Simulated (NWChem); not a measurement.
System: C₂HCl₂FSi; SMILES C#C[Si](F)(Cl)Cl

All runs: NWChem. Pople sets run with spherical d functions. Geometry: optimised at PBE0/def2-SVP.

For level B3LYP/6-311G**:

```
Item        Value
----------  -----
dipole (D)   2.61
```

### Question
Estimate the same quantities for level B3LYP/6-31+G*.

### Answer
The dipole (D) comes out as 2.49.
